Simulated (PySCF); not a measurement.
PySCF input (BP86/6-31G* (5d)):

```python
from pyscf import gto, dft

mol = gto.M(
    atom='''
    B    -0.00000000   -0.00000000   -1.31080400
    N     0.00000000    0.00000000    0.00000000
    B     0.00000000    0.00000000    1.31080400
    ''',
    basis='6-31g*',
    charge=0,
    spin=1,
    symmetry='D2h',
    verbose=4,
)

mf = dft.UKS(mol, xc='bp86')
mf.grids.level = 3
mf.conv_tol = 1e-9
mf.max_cycle = 100
mf.max_memory = 1500
mf.kernel()
if not mf.converged:
    mf = mf.newton()
    mf.kernel(mf.make_rdm1())
mf.dip_moment()
```

Output:

```
PySCF version 2.14.0

[INPUT] verbose = 4
[INPUT] num. atoms = 3
[INPUT] num. electrons = 17
[INPUT] charge = 0
[INPUT] spin (= nelec alpha-beta = 2S) = 1
[INPUT] symmetry D2h subgroup None
[INPUT] Mole.unit = angstrom
[INPUT] Symbol           X                Y                Z      unit          X                Y                Z       unit  Magmom
[INPUT]  1 B      0.000000000000   0.000000000000  -1.310804000000 AA    0.000000000000   0.000000000000  -2.477060562984 Bohr   0.0
[INPUT]  2 N      0.000000000000   0.000000000000   0.000000000000 AA    0.000000000000   0.000000000000   0.000000000000 Bohr   0.0
[INPUT]  3 B      0.000000000000   0.000000000000   1.310804000000 AA    0.000000000000   0.000000000000   2.477060562984 Bohr   0.0

nuclear repulsion = 33.3056047287771
point group symmetry = Dooh, use subgroup D2h
symmetry origin: [0. 0. 0.]
symmetry axis x: [1. 0. 0.]
symmetry axis y: [0. 1. 0.]
symmetry axis z: [0. 0. 1.]
num. orbitals of irrep Ag = 12
num. orbitals of irrep B1g = 2
num. orbitals of irrep B2g = 4
num. orbitals of irrep B3g = 4
num. orbitals of irrep Au = 1
num. orbitals of irrep B1u = 9
num. orbitals of irrep B2u = 5
num. orbitals of irrep B3u = 5
number of shells = 18
number of NR pGTOs = 81
number of NR cGTOs = 42
basis = 6-31g*
ecp = {}

******** <class 'pyscf.dft.uks_symm.SymAdaptedUKS'> ********
method = SymAdaptedUKS
initial guess = minao
damping factor = 0
level_shift factor = 0
DIIS = <class 'pyscf.scf.diis.CDIIS'>
diis_start_cycle = 1
diis_space = 8
diis_damp = 0
SCF conv_tol = 1e-09
SCF conv_tol_grad = None
SCF max_cycles = 100
direct_scf = True
direct_scf_tol = 1e-13
number electrons alpha = 9  beta = 8
XC library pyscf.dft.libxc version 7.1.2
    S. Lehtola, C. Steigemann, M. J. T. Oliveira, and M. A. L. Marques,  SoftwareX 7, 1–5 (2018)
XC functionals = bp86
    A. D. Becke,  Phys. Rev. A 38, 3098 (1988)
    J. P. Perdew,  Phys. Rev. B 33, 8822 (1986)
    J. P. Perdew,  Phys. Rev. B 34, 7406–7406 (1986)
radial grids:
    Treutler-Ahlrichs [JCP 102, 346 (1995); DOI:10.1063/1.469408] (M4) radial grids

becke partition: Becke, JCP 88, 2547 (1988); DOI:10.1063/1.454033
pruning grids: <function nwchem_prune>
grids dens level: 3
symmetrized grids: D2h
atomic radii adjust function: <function treutler_atomic_radii_adjust>
small_rho_cutoff = 0
Freeze 0 electrons in irreps []
    17 free electrons in irreps Ag B1g B2g B3g Au B1u B2u B3u
Set gradient conv threshold to 3.16228e-05
tot grids = 42000
init E= -104.560686620315
alpha HOMO (B1u) = -0.233600659151241  LUMO (B2g) = -0.116946918432987
beta  HOMO (Ag) = -0.250615272180251  LUMO (B1u) = -0.233600659151241

WARN: HOMO -0.233600659151241 >= LUMO -0.233600659151241

WARN: alpha-B1u HOMO -0.233600659151241 > system LUMO -0.233600659151241

WARN: beta-B1u LUMO -0.233600659151241 < system HOMO -0.233600659151241

cycle= 1 E= -104.241224693788  delta_E= 0.319  |g|= 0.367  |ddm|= 1.43
alpha HOMO (B1u) = -0.221585046583139  LUMO (B3g) = -0.0971747327363119
beta  HOMO (Ag) = -0.213841665353397  LUMO (B1u) = -0.181335732829251
  HOMO = -0.213841665353  LUMO = -0.181335732829  gap/eV = 0.88453
cycle= 2 E= -103.924501425454  delta_E= 0.317  |g|= 0.86  |ddm|= 0.797
alpha HOMO (B1u) = -0.234515833652211  LUMO (B3g) = -0.111162419209051
beta  HOMO (Ag) = -0.215773239814693  LUMO (B1u) = -0.193210067080112
  HOMO = -0.215773239815  LUMO = -0.19321006708  gap/eV = 0.61398
cycle= 3 E= -104.301339321497  delta_E= -0.377  |g|= 0.0352  |ddm|= 0.632
alpha HOMO (B1u) = -0.239763700139235  LUMO (B2g) = -0.111780916578334
beta  HOMO (Ag) = -0.218485371851824  LUMO (B1u) = -0.195834350941752
  HOMO = -0.218485371852  LUMO = -0.195834350942  gap/eV = 0.61637
cycle= 4 E= -104.302087155347  delta_E= -0.000748  |g|= 0.00422  |ddm|= 0.0616
alpha HOMO (B1u) = -0.238263019143348  LUMO (B2g) = -0.110619501687925
beta  HOMO (Ag) = -0.216806648062719  LUMO (B1u) = -0.194017120671454
  HOMO = -0.216806648063  LUMO = -0.194017120671  gap/eV = 0.62013
cycle= 5 E= -104.302099527603  delta_E= -1.24e-05  |g|= 0.000633  |ddm|= 0.00998
alpha HOMO (B1u) = -0.238463923231339  LUMO (B2g) = -0.110824824749768
beta  HOMO (Ag) = -0.216920435768489  LUMO (B1u) = -0.194124145098108
  HOMO = -0.216920435768  LUMO = -0.194124145098  gap/eV = 0.62032
cycle= 6 E= -104.302099793356  delta_E= -2.66e-07  |g|= 8.8e-05  |ddm|= 0.00113
alpha HOMO (B1u) = -0.238459087921314  LUMO (B3g) = -0.110794852779273
beta  HOMO (Ag) = -0.216890581579073  LUMO (B1u) = -0.194090863903235
  HOMO = -0.216890581579  LUMO = -0.194090863903  gap/eV = 0.62041
cycle= 7 E= -104.302099799697  delta_E= -6.34e-09  |g|= 9.01e-06  |ddm|= 0.000212
alpha HOMO (B1u) = -0.238458401409199  LUMO (B2g) = -0.110794202884223
beta  HOMO (Ag) = -0.21688954555226  LUMO (B1u) = -0.194089780714581
  HOMO = -0.216889545552  LUMO = -0.194089780715  gap/eV = 0.62041
cycle= 8 E= -104.302099799738  delta_E= -4.13e-11  |g|= 7.83e-07  |ddm|= 8.05e-06
alpha HOMO (B1u) = -0.238458589324831  LUMO (B2g) = -0.110794483595313
beta  HOMO (Ag) = -0.216889766782586  LUMO (B1u) = -0.194090025295058
  HOMO = -0.216889766783  LUMO = -0.194090025295  gap/eV = 0.62041
Extra cycle  E= -104.302099799738  delta_E= 5.68e-14  |g|= 1.38e-06  |ddm|= 1.6e-06
converged SCF energy = -104.302099799738  <S^2> = 0.75302873  2S+1 = 2.0030264
Dipole moment(X, Y, Z, Debye):  0.00000,  0.00000, -0.00000
```

The geometry given is a B3LYP-D3(BJ)/def2-TZVP minimum.
